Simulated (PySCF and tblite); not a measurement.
The numbers below are computed, except where a source is named.
2-chloropyridine, C₅H₄ClN, numbered as in [Cl:1][c:2]1[cH:3][cH:4][cH:5][cH:6][n:7]1.

GFN2-xTB molecular dynamics (tblite; Langevin, friction 0.005 fs⁻¹, 1.5 fs steps, hydrogen mass 4 u): 400 + 8000 steps at each temperature, started from the lowest conformer, nuclei classical.

GIAO shieldings at B3LYP/pcSseg-1 (PySCF) on 12 frames a temperature; like atoms are averaged, and of two unlike H on one atom a is the less shielded at the minimum.

Task: How far do thermal motions move the shieldings from their values at the minimum?

Result: 
```tsv
signal	σ at minimum (ppm)	Δσ, 100 K	Δσ, 300 K	Δσ, 500 K
Cl1	626.5	-2.3 ± 4.0	-12.8 ± 12.2	-13.5 ± 10.1
C2	16.2	1.0 ± 0.8	1.1 ± 1.9	-2.2 ± 1.9
C3	51.4	-1.0 ± 0.7	-1.6 ± 1.3	-3.8 ± 2.3
C4	37.6	-1.6 ± 0.9	-3.3 ± 1.8	-0.8 ± 1.4
C5	55.2	-0.9 ± 1.2	-3.0 ± 1.6	-2.3 ± 2.2
C6	26.0	-0.3 ± 0.8	-2.0 ± 1.5	-1.5 ± 1.9
N7	-92.0	-0.7 ± 1.9	1.5 ± 2.8	-5.8 ± 5.6
H3	24.49	-0.11 ± 0.06	-0.24 ± 0.17	-0.26 ± 0.17
H4	24.11	-0.15 ± 0.07	-0.14 ± 0.12	-0.12 ± 0.18
H5	24.73	-0.02 ± 0.10	-0.27 ± 0.15	-0.31 ± 0.26
H6	23.24	0.04 ± 0.08	-0.18 ± 0.11	-0.44 ± 0.17
```

Errors are standard errors over frames. Zero-point motion is missing, and a reference compound would move too.

Task: What do the single frames at 500 K give for H5?

Result: 
```csv
t (fs),"V above the minimum, tight binding (kcal/mol)","E above it, DFT (kcal/mol)",torsions (°),σ (ppm)
1100,13.4,13.9,none,25.10
2100,9.9,10.3,none,23.67
3099,10.7,11.6,none,25.19
4100,18.5,20.1,none,23.92
5100,15.0,18.6,none,24.84
6100,16.2,18.2,none,23.87
7100,17.1,19.3,none,23.48
8100,12.4,13.2,none,25.81
9100,12.5,13.7,none,23.52
10101,12.5,14.4,none,24.79
11100,16.6,14.6,none,23.21
12100,13.3,17.6,none,25.61
```

Changes within two standard errors are not significant.

The study took 9.5 min on 1 thread of Arm Neoverse V1, shared host (rough), peak memory 0.74 GiB, launched as `OMP_NUM_THREADS=1 python ens_run.py task.json out`.
